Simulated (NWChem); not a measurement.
Species: C$_{3}$H$_{3}$N$_{2}$, doublet; SMILES [c]1c[nH]cn1

```xyz
8

C      1.1909    -0.2183     0.0000
C      0.6000     1.0187     0.0000
N     -0.7474     0.7204     0.0000
C     -0.8695    -0.6312     0.0000
N      0.3141    -1.2120     0.0000
H      0.9824     2.0349     0.0000
H     -1.5087     1.3883     0.0000
H     -1.8354    -1.1363     0.0000
```
Atoms are numbered in this order, from 1.

Level: PBE0/def2-SVP, spin-unrestricted (NWChem), optimised geometry, unscaled harmonic frequencies. In the optimisation the excess spin sits in a' (Cs, its own frame).

```json
[
 {"frequency (cm⁻¹)": "597", "IR intensity (km/mol)": "97.3"},
 {"frequency (cm⁻¹)": "630", "IR intensity (km/mol)": "4.6"},
 {"frequency (cm⁻¹)": "687", "IR intensity (km/mol)": "4.4"},
 {"frequency (cm⁻¹)": "734", "IR intensity (km/mol)": "16.5"},
 {"frequency (cm⁻¹)": "819", "IR intensity (km/mol)": "20.1"},
 {"frequency (cm⁻¹)": "849", "IR intensity (km/mol)": "15.8"},
 {"frequency (cm⁻¹)": "949", "IR intensity (km/mol)": "1.1"},
 {"frequency (cm⁻¹)": "1072", "IR intensity (km/mol)": "35.1"},
 {"frequency (cm⁻¹)": "1133", "IR intensity (km/mol)": "19.5"},
 {"frequency (cm⁻¹)": "1212", "IR intensity (km/mol)": "5.9"},
 {"frequency (cm⁻¹)": "1276", "IR intensity (km/mol)": "7.7"},
 {"frequency (cm⁻¹)": "1422", "IR intensity (km/mol)": "37.5"},
 {"frequency (cm⁻¹)": "1453", "IR intensity (km/mol)": "5.1"},
 {"frequency (cm⁻¹)": "1519", "IR intensity (km/mol)": "28.5"},
 {"frequency (cm⁻¹)": "1546", "IR intensity (km/mol)": "10.4"},
 {"frequency (cm⁻¹)": "3272", "IR intensity (km/mol)": "1.1"},
 {"frequency (cm⁻¹)": "3315", "IR intensity (km/mol)": "1.6"},
 {"frequency (cm⁻¹)": "3674", "IR intensity (km/mol)": "71.8"}
]
```

- zero-point energy = 37.4 kcal/mol
- thermal correction to the enthalpy at 298.15 K (with zero-point energy) = 40.3 kcal/mol
- heat capacity Cv = 12.4 cal/(mol K)
- entropy at 298.15 K and 1 atm (symmetry number 1, electronic part: spin degeneracy alone) = 66.0 cal/(mol K)
- dipole moment = 4.33 D

Rigid rotor and harmonic oscillator.
